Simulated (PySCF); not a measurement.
A geometry optimisation on `C[SiH2][Si@H](F)S`.

Method: PBE0-D3(BJ)/def2-SVP geometry optimisation, gas phase (PySCF 2.14.0). Start geometry: GFN2-xTB. The input is one job of a driver script: a line of settings, then coordinates in Å.

Command:
```bash
OMP_NUM_THREADS=1 python probes_run.py task.json out
```

Input:
```
{"job": {"xc": "PBE0", "basis": "def2-SVP", "d3": "d3bj", "grid": 1, "shake": 0.01, "kind": "geom"}, "charge": 0, "multiplicity": 1}
C      1.741830     0.793000     0.878200
Si    -0.122100     0.344610     0.867120
Si    -0.579550    -0.811080    -1.093490
F     -0.717140     0.274630    -2.280370
S     -2.436840    -1.895340    -1.065750
H      1.969730     1.441210     0.014000
H      2.367160    -0.064120     0.843170
H      1.996120     1.383310     1.762580
H     -0.929200     1.579060     0.994330
H     -0.419210    -0.472440     2.061470
H      0.354060    -1.764870    -1.669600
H     -3.185170    -0.836240    -1.320680
```

Output:
```
step   0  E = -1118.48458085  max force = 0.025487
step   1  E = -1118.49170425  max force = 0.004615
step   2  E = -1118.49255274  max force = 0.002050
step   3  E = -1118.49352009  max force = 0.003794
step   4  E = -1118.49420669  max force = 0.004518
step   5  E = -1118.49455780  max force = 0.003012
step   6  E = -1118.49475369  max force = 0.000547
step   7  E = -1118.49485663  max force = 0.001257
step   8  E = -1118.49500060  max force = 0.004128
step   9  E = -1118.49510765  max force = 0.002934
step  10  E = -1118.49521232  max force = 0.000355
step  11  E = -1118.49522127  max force = 0.000273
optimisation converged
```

Energies in Eh; «max force» is the largest Cartesian gradient component in Eh/bohr.

How much energy does the optimisation release, in kJ/mol?

E(step 0) − E(last step) = 0.010640 Eh, which is 27.9 kJ/mol.

Give the first gradient maximum in eV/Å.

With 1 Eh/bohr = 51.422 eV/Å, 1.311 eV/Å.

Main results: final energy -1118.49522 Eh after 11 steps; dipole 2.10 D.

Give the final coordinates.

0.373 Å rms from the input after alignment:
```
atom  x, y, z in Å
C1     1.6606    0.9516    0.7813
Si2   -0.0688    0.2127    0.8141
Si3   -0.5559   -0.9420   -1.1583
F4    -0.2467    0.0901   -2.3888
S5    -2.5873   -1.5972   -1.1794
H6     1.7682    1.6206   -0.0859
H7     2.4246    0.1637    0.7045
H8     1.8548    1.5321    1.6959
H9    -1.1055    1.2894    0.9292
H10   -0.2500   -0.7219    1.9688
H11    0.2310   -2.1812   -1.4137
H12   -3.0844   -0.4457   -0.6759
```

On Arm Neoverse V2, one thread, shared host with 32 logical CPUs at a one-minute load of 24, this took 66 s wall and 0.48 GiB of memory at its peak.
Labels such as C1 count atoms from 1, the log's own numbers from 0.
